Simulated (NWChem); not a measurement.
System: SbH2O2Br; SMILES [OH][Sb]([OH])[Br]

The following NWChem deck was run.

```
start job
memory heap 200 mb stack 900 mb global 1100 mb
geometry units angstroms noautoz
  Sb    -0.596868    -0.843720    -0.149206
  Br    -0.198442     1.657294     0.367104
  O      0.629318    -1.135612    -1.701585
  H      1.556727    -1.074052    -1.388442
  O      0.693642    -1.452921     1.262196
  H      1.043386    -0.657674     1.716134
end
basis spherical
  * library def2-svp
end
ecp
  Sb library def2-ecp
end
dft
  xc m05-2x
  iterations 150
  mulliken
end
task dft energy
```

Structure relaxed at the PBE-D3(BJ)/def2-SVP level. def2 effective core potentials on Sb; no spin-orbit coupling.

### Question
What results follow from this input? (M05-2X/def2-SVP with def2 effective core potentials on Sb.) Quantities: energy (Ha); highest occupied level (eV); orbital gap (eV); dipole (D).

### Answer
```
Property                        Value
---------------------------  --------
energy (Ha)                  -2965.55
highest occupied level (eV)     -9.42
orbital gap (eV)                 8.58
dipole (D)                       1.11
```
